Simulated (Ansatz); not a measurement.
Calculated with Ansatz (gas phase, PBE0-D4/def2-TZVP geometries, no zero-point term in ΔE). CCSD(T)/CBS is the MP2 limit (def2-TZVPP, def2-QZVPP) plus CCSD(T) − MP2 in def2-TZVPP, frozen cores. This one scheme is used for every species. Each species was taken in one conformer, which may not be the lowest.

`C=CB[SiH2][SiH3]` + `C=CCl` → `C=CBC=C` + `[SiH3][SiH2]Cl`  (formal exchange of groups at a B–Si bond)

`C=CB[SiH2][SiH3]`:

Z-matrix (Å, degrees):
```
Si
Si 1 2.350
B 1 2.002 2 105.5
H 1 1.490 2 107.4 3 122.2
H 1 1.493 2 106.9 3 -121.6
H 2 1.489 1 110.1 3 60.6
H 2 1.489 1 111.1 3 -179.3
H 2 1.488 1 110.5 3 -58.9
C 3 1.535 1 123.4 2 -89.1
H 3 1.200 1 119.1 2 86.5
C 9 1.340 3 120.6 1 176.7
H 9 1.089 3 121.9 1 -3.8
H 11 1.086 9 120.6 3 -0.4
H 11 1.087 9 122.8 3 179.5
```

`C=CCl`:

Cartesian coordinates in Å:
```
C 0.016 -0.731 0.100
C 0.037 0.549 -0.220
Cl -0.412 1.806 0.866
H -0.290 -1.075 1.080
H 0.312 -1.469 -0.636
H 0.338 0.919 -1.192
```

`C=CBC=C`:

Z-matrix (Å, degrees):
```
C
C 1 1.338
H 1 1.087 2 120.6
H 1 1.087 2 123.0 3 180.0
B 2 1.540 1 121.4 3 -0.0
H 2 1.090 1 117.6 3 -180.0
C 5 1.540 2 123.4 1 -179.9
H 5 1.203 2 118.3 1 0.1
C 7 1.338 5 121.4 2 179.9
H 7 1.090 5 121.0 2 -0.1
H 9 1.086 7 120.6 5 0.0
H 9 1.087 7 123.0 5 -180.0
```

`[SiH3][SiH2]Cl`:

Z-matrix (Å, degrees):
```
Si
Si 1 2.338
H 1 1.486 2 109.6
H 1 1.488 2 109.6 3 119.9
H 1 1.486 2 109.6 3 -120.2
Cl 2 2.065 1 108.7 3 60.2
H 2 1.485 1 111.8 3 -58.6
H 2 1.485 1 111.9 3 179.0
```

```csv
species,HF/def2-QZVPP energy (Eh)
`C=CB[SiH2][SiH3]`,-683.56016
`C=CCl`,-537.01240
`C=CBC=C`,-180.26614
`[SiH3][SiH2]Cl`,-1040.38501
```

(1) Work out ΔE.

Largest T1 diagnostic among the species: 0.013.

Results:

(1) ΔE = (-180.26614) + (-1040.38501) − (-683.56016) − (-537.01240) = -0.07859 Eh = -2.14 eV. CCSD(T)/CBS gives -1.89 eV.

From PBE to PBE0 (25 % exact exchange), in def2-TZVPP and without D4, ΔE moves by −0.10 eV. In def2-TZVPP, CCSD(T) changes the Hartree–Fock value by +0.28 eV (the triples alone add +0.04 eV) and MP2 by +0.19 eV.
